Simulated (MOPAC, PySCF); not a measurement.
C4H12OSi, SMILES `CO[Si](C)(C)C` (C–O–Si–C torsion 61°), neutral singlet in the gas phase. 

Z-matrix (Å, degrees):
```
Si
O 1 1.6961
C 2 1.4077 1 123.52
H 3 1.1106 2 108.98 1 180.00
H 3 1.1165 4 107.43 2 -122.37
H 3 1.1165 4 107.43 5 -115.25
C 1 1.8778 2 104.67 3 180.00
H 7 1.1087 1 110.83 2 -59.89
H 7 1.1087 8 107.91 1 -121.52
H 7 1.1093 8 108.08 9 -116.65
C 1 1.8895 2 109.90 3 -60.59
H 11 1.1092 1 110.88 2 -57.17
H 11 1.1095 12 107.91 1 -122.74
H 11 1.1099 12 107.88 13 -115.73
C 1 1.8895 2 109.90 3 60.59
H 15 1.1092 1 110.88 2 57.17
H 15 1.1095 16 107.91 1 122.74
H 15 1.1099 16 107.88 17 115.73
```
Charge 0, spin multiplicity 1.

All levels are single points at this geometry (PBE-D3(BJ)/def2-SVP); Pople sets use spherical d functions. Orbital energies aren't observables, and empty levels follow the basis.

| level | HOMO (eV) | LUMO (eV) | gap (eV) | dipole (D) | vertical IE, Delta-SCF (eV) |
|---|---|---|---|---|---|
| PBE-D3(BJ)/def2-TZVP in PySCF | -6.08 | 0.08 | 6.16 | 1.01 | 9.05 |
| B3LYP/6-311+G** in PySCF | -7.37 | -0.30 | 7.07 | 1.25 | – |
| B3LYP/6-31G* in PySCF | -7.04 | 1.88 | 8.92 | 1.19 | 9.26 |
| B3LYP/LANL2DZ in PySCF | -7.02 | 2.12 | 9.14 | 1.69 | – |
| BP86/6-31G* in PySCF | -5.85 | 1.20 | 7.05 | 1.14 | – |
| HF/3-21G in PySCF | -10.90 | 6.27 | 17.17 | 1.64 | – |
| HF/6-31G* in PySCF | -11.09 | 5.43 | 16.52 | 1.33 | – |
| AM1 in MOPAC | -10.37 | 1.31 | 11.68 | 1.19 | – |
| PM3 in MOPAC | -9.69 | 1.05 | 10.75 | 1.27 | – |
